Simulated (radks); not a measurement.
The numbers below are computed, except where a source is named.
Cl, configuration [Ne] 3s2 3p5.

Level of theory: scalar-relativistic Kohn-Sham, r2SCAN, spin-polarised, spherical densities, finite nucleus; open shells are filled with parallel spins first; meta-GGA in the generalised Kohn-Sham scheme; Fermi nuclear charge, rms radius 3.3654 fm; hard spherical wall at 2.5 bohr (a radial shooting solver on a logarithmic mesh with Libxc functionals).

Energy parts (eV):
| part | energy |
|---|---|
| total | -12495.067 |
| kinetic | 12879.920 |
| electron-nucleus | -30496.210 |
| Hartree | 5920.293 |
| exchange-correlation | -799.070 |

Orbitals (lengths in bohr, moments of r in powers of bohr; r(90%) holds 90 % of the orbital's charge):
[
 {"orbital": "1s up", "occ.": "1", "eigenvalue (eV)": "-2734.572", "r(90%)": "0.163"},
 {"orbital": "1s down", "occ.": "1", "eigenvalue (eV)": "-2734.207", "r(90%)": "0.163"},
 {"orbital": "2s up", "occ.": "1", "eigenvalue (eV)": "-231.2032", "r(90%)": "0.696"},
 {"orbital": "2s down", "occ.": "1", "eigenvalue (eV)": "-231.0295", "r(90%)": "0.696"},
 {"orbital": "2p up", "occ.": "3", "eigenvalue (eV)": "-167.7004", "r(90%)": "0.682"},
 {"orbital": "2p down", "occ.": "3", "eigenvalue (eV)": "-167.3197", "r(90%)": "0.682"},
 {"orbital": "3s up", "occ.": "1", "eigenvalue (eV)": "-2.2301", "r(90%)": "1.85"},
 {"orbital": "3s down", "occ.": "1", "eigenvalue (eV)": "-0.6271", "r(90%)": "1.86"},
 {"orbital": "3p up", "occ.": "3", "eigenvalue (eV)": "13.4593", "r(90%)": "1.89"},
 {"orbital": "3p down", "occ.": "2", "eigenvalue (eV)": "15.0716", "r(90%)": "1.90"},
 {"orbital": "3d up", "occ.": "0", "eigenvalue (eV)": "36.8350", "r(90%)": "1.92"},
 {"orbital": "3d down", "occ.": "0", "eigenvalue (eV)": "38.4096", "r(90%)": "1.92"},
 {"orbital": "4s up", "occ.": "0", "eigenvalue (eV)": "95.7332", "r(90%)": "2.13"},
 {"orbital": "4s down", "occ.": "0", "eigenvalue (eV)": "97.4144", "r(90%)": "2.13"},
 {"orbital": "4p up", "occ.": "0", "eigenvalue (eV)": "107.4977", "r(90%)": "2.13"},
 {"orbital": "4p down", "occ.": "0", "eigenvalue (eV)": "109.1517", "r(90%)": "2.13"}
]

The highest occupied level is 3p down at 15.072 eV. Spin moment in Bohr magnetons: 1. The spin density at the nucleus is 0.0379 e/bohr^3 (1s -0.2808, 2s 0.2664, 3s 0.0522). The electron density at the nucleus is 3603 e/bohr^3 (large components only).
